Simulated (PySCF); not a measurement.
F₂Ga (SMILES [F][Ga+][F]), charge +1, singlet, geometry from GFN2-xTB (such geometries of metal compounds can be far from the true shape); DF-B3LYP5/6-311G** (PySCF).

Input for PySCF:
```python
from pyscf import gto, scf, dft

mol = gto.Mole()
mol.atom = '''
    Ga    0.00000000    0.00000000    0.00000000
    F    -0.00000000   -0.00000000   -1.76055987
    F     0.00000000    0.00000000    1.76055987
'''
mol.basis = '6-311g**'
mol.charge = 1
mol.verbose = 4
mol.build()

mf = dft.RKS(mol)
mf.xc = 'b3lyp5'
mf = mf.density_fit(auxbasis='def2-universal-jkfit')
mf.kernel()
```

**Question.** What does PySCF print? Leave out banner, timings and long lists.

**Answer.** 
```
PySCF version 2.14.0

[INPUT] verbose = 4
[INPUT] num. atoms = 3
[INPUT] num. electrons = 48
[INPUT] charge = 1
[INPUT] spin (= nelec alpha-beta = 2S) = 0
[INPUT] symmetry False subgroup None
[INPUT] Mole.unit = angstrom
[INPUT] Symbol           X                Y                Z      unit          X                Y                Z       unit  Magmom
[INPUT]  1 Ga     0.000000000000   0.000000000000   0.000000000000 AA    0.000000000000   0.000000000000   0.000000000000 Bohr   0.0
[INPUT]  2 F      0.000000000000   0.000000000000  -1.760559870000 AA    0.000000000000   0.000000000000  -3.326975980200 Bohr   0.0
[INPUT]  3 F      0.000000000000   0.000000000000   1.760559870000 AA    0.000000000000   0.000000000000   3.326975980200 Bohr   0.0

nuclear repulsion = 179.893093175877
number of shells = 34
number of NR pGTOs = 146
number of NR cGTOs = 80
basis = 6-311g**
ecp = {}

******** <class 'pyscf.df.df_jk.DFRKS'> ********
method = DFRKS
initial guess = minao
damping factor = 0
level_shift factor = 0
DIIS = <class 'pyscf.scf.diis.CDIIS'>
diis_start_cycle = 1
diis_space = 8
diis_damp = 0
SCF conv_tol = 1e-09
SCF conv_tol_grad = None
SCF max_cycles = 50
direct_scf = False
XC library pyscf.dft.libxc version 7.1.2
    S. Lehtola, C. Steigemann, M. J. T. Oliveira, and M. A. L. Marques,  SoftwareX 7, 1–5 (2018)
XC functionals = b3lyp5
    P. A. M. Dirac,  Math. Proc. Cambridge Philos. Soc. 26, 376 (1930)
    F. Bloch,  Z. Phys. 57, 545 (1929)
    A. D. Becke,  Phys. Rev. A 38, 3098 (1988)
    C. Lee, W. Yang, and R. G. Parr,  Phys. Rev. B 37, 785 (1988)
    B. Miehlich, A. Savin, H. Stoll, and H. Preuss,  Chem. Phys. Lett. 157, 200 (1989)
    S. H. Vosko, L. Wilk, and M. Nusair,  Can. J. Phys. 58, 1200 (1980)
radial grids:
    Treutler-Ahlrichs [JCP 102, 346 (1995); DOI:10.1063/1.469408] (M4) radial grids

becke partition: Becke, JCP 88, 2547 (1988); DOI:10.1063/1.454033
pruning grids: <function nwchem_prune>
grids dens level: 3
symmetrized grids: False
atomic radii adjust function: <function treutler_atomic_radii_adjust>
small_rho_cutoff = 0
Set gradient conv threshold to 3.16228e-05
Initial guess from minao.
tot grids = 49432
******** <class 'pyscf.df.df.DF'> ********
auxbasis = def2-universal-jkfit
init E= -2122.85494142101
  HOMO = -0.50086444748186  LUMO = -0.189538507699266  gap/eV = 8.47161
cycle= 1 E= -2123.83780569111  delta_E= -0.983  |g|= 1.91  |ddm|= 1.95
  HOMO = -0.520799750838324  LUMO = -0.405381629052501  gap/eV = 3.14069
cycle= 2 E= -2122.23859725621  delta_E=  1.6  |g|= 3.57  |ddm|= 2.84
  HOMO = -0.76250312091983  LUMO = -0.461606868015427  gap/eV = 8.18780
cycle= 3 E= -2124.01262787006  delta_E= -1.77  |g|= 0.775  |ddm|= 2.42
  HOMO = -0.659721820385817  LUMO = -0.42797128543382  gap/eV = 6.30625
cycle= 4 E= -2124.10239992643  delta_E= -0.0898  |g|= 0.314  |ddm|= 0.552
  HOMO = -0.681017329758481  LUMO = -0.439232319220146  gap/eV = 6.57931
cycle= 5 E= -2124.11150888936  delta_E= -0.00911  |g|= 0.0372  |ddm|= 0.106
  HOMO = -0.680383774102768  LUMO = -0.438554970995303  gap/eV = 6.58050
cycle= 6 E= -2124.11158330293  delta_E= -7.44e-05  |g|= 0.0109  |ddm|= 0.0177
  HOMO = -0.681062918678697  LUMO = -0.438057870277544  gap/eV = 6.61250
cycle= 7 E= -2124.11160699572  delta_E= -2.37e-05  |g|= 0.00119  |ddm|= 0.00813
  HOMO = -0.681206919536598  LUMO = -0.43807202741889  gap/eV = 6.61604
cycle= 8 E= -2124.11160722722  delta_E= -2.31e-07  |g|= 0.000215  |ddm|= 0.000652
  HOMO = -0.681186670181098  LUMO = -0.438068625092008  gap/eV = 6.61558
cycle= 9 E= -2124.11160723533  delta_E= -8.11e-09  |g|= 1.89e-05  |ddm|= 0.000163
  HOMO = -0.681184439710235  LUMO = -0.4380675635483  gap/eV = 6.61555
cycle= 10 E= -2124.1116072354  delta_E= -7e-11  |g|= 1.85e-06  |ddm|= 1.82e-05
  HOMO = -0.681183975052594  LUMO = -0.438067510743852  gap/eV = 6.61554
Extra cycle  E= -2124.11160723539  delta_E= 5.91e-12  |g|= 4.12e-06  |ddm|= 3.89e-06
converged SCF energy = -2124.11160723539
```
